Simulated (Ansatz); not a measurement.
`F[CH2][AlH][GaH2]` + H₂S → `[SH][GaH2]` + `F[CH2][AlH2]` at 400 K and 1 bar (cleavage of the Ga–Al bond).

Computed with Ansatz on PBE0-D4/def2-TZVP structures; ΔE is electronic, products minus reactants. CBS: MP2 limit from def2 TZ/QZ plus the TZ coupled-cluster correction, frozen cores. This one scheme is used for every species. For Ga outer-core shells are correlated without core-valence functions, which leaves a few kJ/mol of doubt a bond. Scalar relativity is left out up to krypton. One conformer a species, not always the lowest.

| species | CCSD(T)/CBS energy (Eh) | H − E (kJ/mol) | S (J/(mol·K)) |
| --- | --- | --- | --- |
| `F[CH2][AlH][GaH2]` | -2306.75904 | 162.3 | 403.1 |
| H₂S | -398.97279 | 53.4 | 215.9 |
| `[SH][GaH2]` | -2323.53734 | 79.9 | 297.4 |
| `F[CH2][AlH2]` | -382.22364 | 133.0 | 315.9 |

H − E and S are ideal-gas, rigid-rotor, harmonic terms from PBE0-D4/def2-TZVP, for one conformer and one mirror image of each species. 1 Eh = 2625.50 kJ/mol, R = 8.31446 J/(mol·K).

Question: By hand: ΔE, ΔH, ΔS and ΔG.

Answer: ΔE = (-2323.53734) + (-382.22364) − (-2306.75904) − (-398.97279) = -0.02915 Eh = -76.5 kJ/mol. Δ(H − E) = 79.9 + 133.0 − 162.3 − 53.4 = -2.8, so ΔH = -79.3 kJ/mol. ΔS = 297.4 + 315.9 − 403.1 − 215.9 = -5.7 J/(mol·K). ΔG = -79.3 − 400 × (-5.7)/1000 = -77.0 kJ/mol.

Question: By hand: the equilibrium constant, and the temperature at which ΔG would vanish if ΔH and ΔS stayed fixed.

Answer: log₁₀ K = −ΔG/(RT ln 10) = 10.1. ΔG = 0 at ΔH/ΔS = 13912 K, far beyond where these terms or the molecules hold.

The number of gas molecules stays the same, so ΔS is small and ΔH decides. A doubt of 5 kJ/mol in ΔE shifts log₁₀ K by 0.7 here. Other conformers and mirror images would add mixing entropy, several J/(mol·K) or more a flexible species. Modes under 60 cm⁻¹, often nearly free rotors, make the harmonic entropy too high. These are equilibria of isolated gas molecules and say nothing of rates. Largest T1 diagnostic: 0.013 (customary marks: 0.02 for closed shells, 0.045 for open ones).
